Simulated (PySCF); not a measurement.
C₂H₆SZn, charge +1, multiplicity 2. Atoms are numbered in the order given.

```xyz
10

Zn     0.2253     0.0783     0.2085
C      0.8553    -1.7534    -0.5148
C      0.4893    -1.9384    -1.9502
H      0.3689    -2.4293     0.2053
H      1.9277    -1.6009    -0.2962
H      0.9363    -1.1924    -2.6245
H     -0.5959    -2.0070    -2.1208
H      0.9056    -2.9231    -2.2693
S     -1.0762     1.7859     0.8438
H     -1.1501     1.3796     2.1400
```
Charge +1, spin multiplicity 2.

Coordinates come from a B3LYP-D3(BJ)/def2-SVP optimisation. The multiplicity is an assumed one; other spin states were not compared. The isomer is the one that the SMILES or the coordinates give; other isomers of the formula were not compared. One conformer was computed; it need not be the lowest.

Method: PySCF with B3LYP/def2-TZVP.

The total energy is -2257.22974 hartree. The α spin, highest occupied and lowest empty level is -12.66 and -6.63 eV and the β spin, highest occupied and lowest empty level is -12.01 and -10.68 eV. The dipole moment about the centre of nuclear charge is 0.571 e·Å and the mean static polarisability is 122.0 bohr³ (18.08 Å³). The polarisability, principal values is 49.0, 54.7, 262.5 bohr³. The ⟨S²⟩ is 0.765 (pure state 0.75).
